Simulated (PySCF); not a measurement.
**SbN: one state, many levels of theory**

State: ¹Σ⁺ (singlet), closed shell. Set-up: Sb def2-TZVPPD with ECP28, N def2-TZVPPD; scalar-relativistic core potentials (PySCF 2.14). De refers to Sb + N in their high-spin ground configurations, without counterpoise correction. A positive dipole means Sb(−)N(+).

```json
{"Level": "RHF", "Re (Å)": "1.767", "ωe (cm⁻¹)": "1103", "De (eV)": "-1.57", "μ (D)": "-4.43", "CPU s a point (SCF and correlation, without the integrals)": "0.7"}
{"Level": "RHF-MP2", "Re (Å)": "1.905", "ωe (cm⁻¹)": "654", "De (eV)": "4.36", "μ (D)": "n/a", "CPU s a point (SCF and correlation, without the integrals)": "1.1"}
{"Level": "RHF-SCS-MP2", "Re (Å)": "1.889", "ωe (cm⁻¹)": "707", "De (eV)": "4.22", "μ (D)": "n/a", "CPU s a point (SCF and correlation, without the integrals)": "n/a"}
{"Level": "RHF-CCSD", "Re (Å)": "1.817", "ωe (cm⁻¹)": "942", "De (eV)": "2.74", "μ (D)": "n/a", "CPU s a point (SCF and correlation, without the integrals)": "n/a"}
{"Level": "RHF-CCSD(T)", "Re (Å)": "1.840", "ωe (cm⁻¹)": "872", "De (eV)": "3.41", "μ (D)": "n/a", "CPU s a point (SCF and correlation, without the integrals)": "26"}
{"Level": "PBE", "Re (Å)": "1.833", "ωe (cm⁻¹)": "903", "De (eV)": "4.21", "μ (D)": "-3.57", "CPU s a point (SCF and correlation, without the integrals)": "1.8"}
{"Level": "PBEsol", "Re (Å)": "1.824", "ωe (cm⁻¹)": "919", "De (eV)": "4.45", "μ (D)": "-3.54", "CPU s a point (SCF and correlation, without the integrals)": "1.5"}
{"Level": "BP86", "Re (Å)": "1.835", "ωe (cm⁻¹)": "899", "De (eV)": "4.29", "μ (D)": "-3.55", "CPU s a point (SCF and correlation, without the integrals)": "1.6"}
{"Level": "TPSS", "Re (Å)": "1.829", "ωe (cm⁻¹)": "914", "De (eV)": "3.79", "μ (D)": "-3.55", "CPU s a point (SCF and correlation, without the integrals)": "2.9"}
{"Level": "r²SCAN", "Re (Å)": "1.816", "ωe (cm⁻¹)": "944", "De (eV)": "3.28", "μ (D)": "-3.63", "CPU s a point (SCF and correlation, without the integrals)": "4.1"}
{"Level": "M06-L", "Re (Å)": "1.823", "ωe (cm⁻¹)": "934", "De (eV)": "3.89", "μ (D)": "-3.76", "CPU s a point (SCF and correlation, without the integrals)": "3.5"}
{"Level": "PBE0", "Re (Å)": "1.804", "ωe (cm⁻¹)": "977", "De (eV)": "3.17", "μ (D)": "-3.83", "CPU s a point (SCF and correlation, without the integrals)": "4"}
{"Level": "B97-3", "Re (Å)": "1.807", "ωe (cm⁻¹)": "974", "De (eV)": "3.36", "μ (D)": "-3.96", "CPU s a point (SCF and correlation, without the integrals)": "2"}
{"Level": "ωB97X", "Re (Å)": "1.789", "ωe (cm⁻¹)": "1025", "De (eV)": "3.51", "μ (D)": "-4.13", "CPU s a point (SCF and correlation, without the integrals)": "3.7"}
```

The bond length runs from 1.767 Å (RHF) to 1.905 Å (RHF-MP2). De spans -1.57 eV (RHF, mean field) to 4.45 eV (PBEsol, GGA). Correlation at CCSD(T) changes the Hartree–Fock bond energy by +4.98 eV; the triples alone change it by +0.67 eV.

Correlated steps freeze 5 core orbitals. These are scalar-relativistic numbers at best; spin–orbit coupling would shift them, the dissociation energy most. Where the molecule has an RHF reference, its open-shell atoms are computed with UHF. The CCSD T1 diagnostic is raised, a sign that a single reference may not be enough here. A negative De means that the minimum lies above the separated atoms at that level.

The whole job (state search and all levels along the bond) took about 6.7 min on 2 threads of Arm Neoverse V1 (shared host), peak memory 2 GiB.
